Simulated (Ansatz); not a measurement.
`N=C=C[SiH2][GeH3]` + `CBS` → `CB[S][GeH3]` + `N=C=C[SiH3]`  (cleavage of the Ge–Si bond)

Gas-phase electronic energies from Ansatz, PBE0-D4/def2-TZVP geometries. CBS: MP2 limit from def2 TZ/QZ plus the TZ coupled-cluster correction, frozen cores. Functionals use def2-TZVPP. B3LYP here is the variant with VWN-RPA as its local correlation; programs differ in this. For Ge outer-core shells are correlated without core-valence functions, which leaves a few kJ/mol of doubt a bond. Scalar relativity is left out up to krypton. Each species was taken in one conformer, which may not be the lowest.

| level | ΔE (kJ/mol) | difference from CCSD(T)/CBS |
| --- | --- | --- |
| B3LYP-D4 | -23.0 | 0.9 |
| ωB97M-V | -25.2 | -1.3 |
| B2PLYP | -25.7 | -1.8 |
| PBE | -15.2 | 8.7 |
| HF/def2-TZVPP | -36.2 | -12.3 |
| CCSD(T)/def2-TZVPP | -24.6 | -0.7 |
| HF/def2-QZVPP | -36.4 | -12.5 |
| SCS-MP2/def2-QZVPP | -31.6 | -7.7 |
| HF/CBS(def2) | -36.4 | -12.5 |
| CCSD/CBS(def2) | -23.9 | 0.0 |
| CCSD(T)/CBS | -23.9 | 0 |

Largest T1 diagnostic among the species: 0.015.

From PBE to PBE0 (25 % exact exchange), in def2-TZVPP and without D4, ΔE moves by −3.3 kJ/mol. In def2-TZVPP, CCSD(T) changes the Hartree–Fock value by +11.6 kJ/mol (the triples alone add +0.1 kJ/mol) and MP2 by +5.8 kJ/mol.
